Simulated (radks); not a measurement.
Problem. Radial electron density D(r) = 4 pi r^2 rho(r) of an atom or ion with 57 electrons. All-electron calculation, scalar-relativistic Kohn-Sham, BLYP, spin-unpolarised, spherical densities, point nucleus. Program: a radial shooting solver on a logarithmic mesh with Libxc functionals.

```
   r/bohr * D(r) (the largest magnitude, 100, reaches the edge; | marks zero)
0.0008681 |*
 0.001011 | *
 0.001167 | *
 0.001359 |  *
 0.001569 |  *
 0.001827 |   *
  0.00211 |    *
 0.002456 |      *
 0.002836 |       *
 0.003302 |         *
 0.003844 |            *
 0.004439 |              *
 0.005168 |                 *
 0.005969 |                     *
 0.006949 |                         *
 0.008025 |                            *
 0.009342 |                                *
  0.01079 |                                   *
  0.01256 |                                      *
  0.01462 |                                        *
  0.01689 |                                         *
  0.01966 |                                        *
   0.0227 |                                       *
  0.02643 |                                     *
  0.03052 |                                    *
  0.03554 |                                    *
  0.04104 |                                      *
  0.04778 |                                          *
  0.05562 |                                               *
  0.06423 |                                                    *
  0.07478 |                                                      *
  0.08636 |                                                     *
   0.1005 |                                                *
   0.1161 |                                           *
   0.1352 |                                       *
   0.1561 |                                        *
   0.1817 |                                            *
   0.2116 |                                              *
   0.2443 |                                            *
   0.2844 |                                    *
   0.3285 |                          *
   0.3824 |                  *
   0.4417 |                *
   0.5142 |                  *
   0.5938 |                   *
   0.6913 |                 *
   0.8048 |             *
   0.9294 |        *
    1.082 |     *
     1.25 |    *
    1.455 |    *
     1.68 |   *
    1.956 |  *
    2.259 | *
    2.629 |*
    3.061 |*
    3.535 *
    4.116 *
    4.753 *
    5.533 *
     6.39 *
    7.439 *
    8.592 *
       10 *
```

What is the nuclear charge?

Solution. Z = 58. The innermost maximum, from 1s, lies near gamma/Z bohr with gamma = sqrt(1 - (Z/c)^2) = 0.906, here 0.0156 bohr (found: 0.0172), and its height grows with Z. The density is that of the cerium ion Ce+ in [Xe] 4f1 5d2; the configuration itself is not fixed sharply by these data, and Z only to a few units. D(r) has 4 maxima, at r = 0.0172, 0.0760, 0.213, 0.594 bohr, and minima at 0.0331, 0.141, 0.435 bohr, inside which lie 1.97, 11.15, 29.00 electrons.
